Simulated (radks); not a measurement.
Results of a calculation; reference values are marked as such.
The phosphorus anion P3-, [Ar], held by a Watson sphere: a shell of charge +3 at radius R that stands for the Madelung well of a crystal (potential energy -3/R inside, -3/r outside, in hartree with lengths in bohr). Code: a radial shooting solver on a logarithmic mesh with Libxc functionals. Model: non-relativistic Kohn-Sham, PBEsol, spin-polarised, spherical densities, point nucleus. Response by self-consistent Sternheimer equations with the Hartree and adiabatic LDA kernel. The sphere does not respond.

| R (bohr) | e(2p) (eV) | e(3s) (eV) | e(3p) (eV) | <r> 3p (bohr) | sum of <r^2> (bohr^2) | X-ray form factor at sin(theta)/lambda = 0.3 1/angstrom | alpha (bohr^3) |
|---|---|---|---|---|---|---|---|
| 2 | -120.90 | -16.585 | -8.127 | 2.238 | 46.00 | 8.480 | 28.13 |
| 2.03 | -120.85 | -16.472 | -8.067 | 2.250 | 46.46 | 8.473 | 28.70 |
| 2.38 | -120.61 | -15.216 | -7.338 | 2.394 | 51.94 | 8.433 | 36.56 |
| 2.52 | -120.61 | -14.755 | -7.042 | 2.451 | 54.20 | 8.433 | 40.41 |
| 3.08 | -120.66 | -13.174 | -5.911 | 2.675 | 63.54 | 8.475 | 60.71 |
| 3.24 | -120.65 | -12.798 | -5.613 | 2.738 | 66.29 | 8.490 | 68.25 |
| 3.68 | -120.59 | -11.920 | -4.869 | 2.906 | 74.05 | 8.525 | 94.11 |
| 4.62 | -120.33 | -10.673 | -3.649 | 3.256 | 92.08 | 8.557 | 183.3 |
